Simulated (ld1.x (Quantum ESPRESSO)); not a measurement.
## What one change does to a pseudopotential (chlorine (Cl), TM)

chlorine, norm-conserving Troullier–Martins (Kleinman–Bylander form), made with ld1.x (Quantum ESPRESSO) 7.5 (PBE, scalar-relativistic). Core [Ne], reference 3s2 3p4 (charge +1). Waves: 3s (bound): rc 0.90 bohr; 3p (bound): rc 1.35 bohr; 3d channel at 0.3 Ry: rc 1.45 bohr. Local part: the d channel. Core correction: none.

All-electron outer shells of the reference configuration (PBE, scalar-relativistic, ld1.x):

| shell | level (eV) | outermost node (bohr) | outermost maximum (bohr) |
| --- | --- | --- | --- |
| 3s | -32.09 | 0.55 | 1.27 |
| 3p | -19.43 | 0.53 | 1.39 |

Change: local potential the p channel.

Cutoffs: the cutoffs (Ry, on a coarse ladder) from which the occupation-weighted sum of valence levels, in a spherical-Bessel basis at the reference potential, stays within 10 and 1 mRy of its value at 400 Ry; they do not see the model core or the augmentation charge, which bear on the density cutoff. Errors are all-electron minus pseudo energies relative to the spin-unpolarised reference configuration.

**Question.** Predict the effect on cutoff, ghosts and configuration errors.

**Answer.** The potential gets neither clearly harder nor softer (110 Ry and 300 Ry → 110 Ry and 300 Ry); of the 7 tests that both files solve, the error grows in 0 and shrinks in 5 by more than 15 % and 0.3 meV (median size 18.8 → 10.2 meV); the range in which the s phases agree widens (upper end -0.1 → 3.6); neither file shows a bound ghost.

| quantity | base | changed |
| --- | --- | --- |
| cutoff, loose | 110 Ry | 110 Ry |
| cutoff, tight | 300 Ry | 300 Ry |
| bound ghosts | none | none |
| error for 3s2 3p5, meV [ΔE -13.88 eV] | +9.1 | +5.8 |
| error for 3s2 3p3, meV [ΔE 25.45 eV] | +19 | +10 |
| error for 3s2 3p2, meV [ΔE 63.75 eV] | +120 | +69 |
| error for 3s1 3p5, meV [ΔE 12.71 eV] | +40 | +38 |
| error for 3s2 3p4.5, meV [ΔE -8.29 eV] | +3.3 | +2.2 |
| error for 3s2 3p5.3, meV [ΔE -16.01 eV] | +13 | +7.8 |
| error for 3s1 3p6, meV [ΔE -1.72 eV] | +57 | +52 |
| s: phases at 1.60 bohr within 0.05 rad from the reference energy up to (Ry; the scan ends near 5) | -0.1 | 3.6 |
| p: phases at 1.60 bohr within 0.05 rad from the reference energy up to (Ry; the scan ends near 5) | to the end of the scan | to the end of the scan |
| d: phases at 1.60 bohr within 0.05 rad from the reference energy up to (Ry; the scan ends near 5) | to the end of the scan | to the end of the scan |
